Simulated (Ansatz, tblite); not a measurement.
Forces on nido-B6H10 (SH for H, site b on B) (B6H10S) at its PBE0-D4/def2-SVP geometry. Total charge 0; singlet.

The xTB rows come from tblite. Another isomer (singlet) lies 0.22 eV lower at PBE0-D4/def2-TZVP; other spin states weren't run for this one.

GFN1-xTB (tblite), largest force 1.73 eV/Å:

```xyz
17
positions Å, forces eV/Å
B     0.517    1.672    0.184   -0.617    1.180    0.416
B     1.163    0.368   -0.761    0.990   -0.040   -0.626
B    -1.330   -0.391    0.367   -0.953   -0.644    0.249
B     0.026   -1.033   -0.643    0.132   -1.013   -0.428
B     0.353   -0.032    0.753    0.806   -1.168    0.994
B    -0.932    1.230    0.842    0.076    1.389    0.098
S     0.448   -2.805   -0.910    0.262   -0.115    0.563
H     1.315    2.509    0.509   -0.306   -0.334   -0.038
H     2.285    0.233   -1.160   -0.372    0.088    0.217
H    -2.151   -1.121    0.847    0.313    0.303   -0.093
H     1.001   -2.974    0.309   -0.238   -0.007   -0.577
H     0.924   -0.493    1.704   -0.253    0.202   -0.419
H    -1.527    1.640    1.801    0.291   -0.150   -0.309
H     0.560    1.509   -1.146    0.003    0.152    0.008
H     0.400   -0.303   -1.683    0.022    0.030   -0.073
H    -1.246   -0.797   -0.939   -0.086   -0.003   -0.025
H    -1.808    0.789   -0.072   -0.072    0.131    0.044
```

GFN2-xTB (tblite), largest force 0.99 eV/Å:

```
B -0.209 0.484 0.274
B 0.480 0.168 -0.533
B -0.708 -0.207 -0.002
B -0.361 0.725 -0.358
B 0.425 -0.811 0.388
B 0.084 0.574 0.136
S 0.336 -0.583 0.408
H -0.448 -0.317 -0.058
H -0.437 0.142 0.310
H 0.387 0.398 -0.063
H -0.166 -0.074 -0.452
H -0.245 0.280 -0.348
H 0.345 -0.074 -0.418
H 0.199 -0.025 0.246
H 0.079 -0.320 0.102
H 0.167 -0.295 0.061
H 0.073 -0.063 0.306
```

PBE-D4/def2-TZVP (Ansatz), largest force 0.17 eV/Å:

```
B 0.040 0.037 0.023
B 0.125 -0.022 -0.023
B -0.073 -0.091 0.064
B -0.010 0.125 0.044
B 0.002 0.009 0.017
B -0.020 0.022 0.046
S -0.017 -0.094 -0.099
H -0.110 -0.116 -0.050
H -0.161 0.010 0.042
H 0.115 0.099 -0.082
H 0.029 -0.001 0.070
H -0.083 0.067 -0.137
H 0.076 -0.057 -0.132
H 0.029 0.020 0.076
H 0.038 -0.005 0.022
H -0.005 -0.022 0.041
H 0.026 0.019 0.078
```
